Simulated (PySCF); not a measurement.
An unknown shows these calculated signals:

¹H NMR (600 MHz, computed): δ 7.62 (m, 2H), 7.49 (m, 1H), 7.46 (m, 2H), 3.31 (m, 2H).

¹³C{¹H} NMR (computed): δ 221.7 (C), 146.9 (C), 134.7 (CH), 132.6 (CH), 131.9 (CH), 23.8 (CH2).

- geometry from GFN2-xTB
- shielding tensors at PBE0/pcSseg-1 (GIAO)
- run in PySCF
- no solvent, one conformer, non-relativistic Hamiltonian, averaged over atoms made equivalent by symmetry, fast rotation or ring inversion

Referencing at the same level of theory: ¹H and ¹³C against TMS.

Problem. Which of these does the molecule contain: an ester, a benzene ring, a carboxylic acid, a ketone?

Solution. 
- An ester: no.
- A benzene ring: yes.
- A carboxylic acid: no.
- A ketone: no.

The data belong to `O=C=PCc1ccccc1`, C₈H₇OP; they needn't prove each group on their own.

Carbon signals by region: 1 in the far downfield region (above 160 ppm), 4 in the sp2 and nitrile region (100–160 ppm), 1 below 50 ppm. Above 160 ppm: 221.7, central carbon of a heterocumulene.

Splittings by ³¹P in the carbon and heteronuclear signals aren't shown, as no couplings were computed. Shifts are as computed. Against solution values, carbons near 30 ppm lie about +3 ppm off and those near 130 ppm about +5 ppm. Of 1211 compounds with measured shifts, 218 miss one by over three times the rms of a fit or turn the order of signals round; such compounds aren't used in these exercises. No couplings were computed; multiplicities are counted from neighbouring protons, with m where these are inequivalent, close in shift, in a saturated or five-membered ring or joined by F or P, and br s for small geminal =CH2 splittings.
